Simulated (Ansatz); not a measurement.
A geometry relaxed with PBE-D3(BJ)/def2-TZVP run with Ansatz (a quantum-chemistry and plane-wave program), charge 0, multiplicity 1:

```xyz
8

Si     1.1519     0.0235    -0.0580
H     -1.6660    -1.3736     0.6624
F      1.7236    -1.1468    -0.9893
F      1.6881     1.4072    -0.6593
H     -1.7991     0.1339    -1.3593
H     -1.7033     1.1342     0.9573
F      1.8233    -0.1535     1.3847
Ge    -1.2185    -0.0248     0.0615
```

Task: Write the SMILES of this molecule.

Result: `F[Si](F)(F)[GeH3]`
